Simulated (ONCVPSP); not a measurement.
# Pb (Z = 82), ONCV: configuration errors across variants

lead (Pb), optimised norm-conserving Vanderbilt (ONCV), made with ONCVPSP 4.0.1 (PBEsol, fully relativistic). Core [Kr] 4d10 4f14, reference 5s2 5p6 5d10 6s2 6p2. Waves: 5s+6s: rc 1.50 bohr, ncon 4, nbas 8, qcut 7.9 1/bohr, 2 projectors; 5p+6p: rc 1.50 bohr, ncon 4, nbas 8, qcut 10.5 1/bohr, 2 projectors; 5d: rc 1.40 bohr, ncon 3, nbas 6, qcut 6.2 1/bohr, 2 projectors, debl 2.6 Ha. Local part: polynomial inside 1.10 bohr (lpopt 5, dvloc0 0 Ha). Core correction: polynomial model core, fcfact 0.2.

Open shells are filled in proportion to 2j + 1.

All-electron excitation energies from the reference (eV): (1) 5s2 5p6 5d10 6s2 6p1 6.721; (2) 5s2 5p6 5d10 6s2 6p0 20.331; (3) 5s2 5p6 5d10 6s1 6p0 52.807.

1 further variants failed, have other tests or too few solved ones, and are left out.

Errors AE − PS in meV (a dash: test not solved or not reliable):

```csv
change,(1),(2),(3),bound ghosts,GHOST(+) flags above zero
base,+0.3,+0.6,-5.7,none,s
"p: rc 1.04; local potential polynomial inside 1.04 bohr (lpopt 5, dvloc0 0 Ha)",+0.5,+1.2,-3.4,none,s
p: rc 1.3,+0.5,+1.1,-4.4,none,s
p: rc 1.46,+0.3,+0.7,-5.4,none,s
p: rc 1.66,+0.2,+0.2,-6.6,none,s
p: rc 1.78,+0.1,0.0,-7.0,none,s
```

Problem. Give the same row for: p: rc 2.02.

Solution. 0.0, -0.5, -7.9; bound ghosts: none; GHOST(+) flags above zero: s.
